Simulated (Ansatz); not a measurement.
Isolated molecules relaxed with PBE0-D4/def2-TZVP in Ansatz; ΔE leaves out vibrations. CCSD(T)/CBS adds triple-zeta CCSD(T) − MP2 to the extrapolated MP2 energy (def2 sets, frozen cores). This one scheme is used for every species. DFT in def2-TZVPP. B3LYP here is the variant with VWN-RPA as its local correlation; programs differ in this. One conformer a species, not always the lowest.

`[OH][AlH][SH]` + `CNC` → `C[N](C)[AlH][SH]` + H₂O  (ligand exchange at the Al–O bond)

Question: Is it downhill or uphill in electronic energy at CCSD(T)/CBS, and by how much? (Best estimate.)

Answer: The calculation gave: Uphill: ΔE = +0.46 eV.

Question: What do these levels give: r2SCANh-D4, r2SCAN0-D4, ωB97X-V, PBE, B3LYP, r2SCANh, CAM-B3LYP, HF/def2-SVP, CCSD/def2-SVP, CCSD(T)/def2-TZVPP, HF/def2-QZVPP, MP2/CBS(def2)? (Estimate.)

Answer: The calculation gave: r2SCANh-D4 0.51, r2SCAN0-D4 0.51, ωB97X-V 0.52, PBE 0.51, B3LYP 0.60, r2SCANh 0.54, CAM-B3LYP 0.60, HF/def2-SVP 0.64, CCSD/def2-SVP 0.51, CCSD(T)/def2-TZVPP 0.47, HF/def2-QZVPP 0.69, MP2/CBS(def2) 0.45 eV.

Largest T1 diagnostic among the species: 0.012.

Leaving LDA and LC-ωPBE aside and taking each functional with its dispersion term where it has one, the values, not all of them listed here, spread over 0.13 eV, from revPBE-D4 to B2PLYP. LDA lies −0.10 eV from PBE without D4. In def2-TZVPP, CCSD(T) changes the Hartree–Fock value by −0.22 eV (the triples alone add −0.04 eV) and MP2 by −0.24 eV.
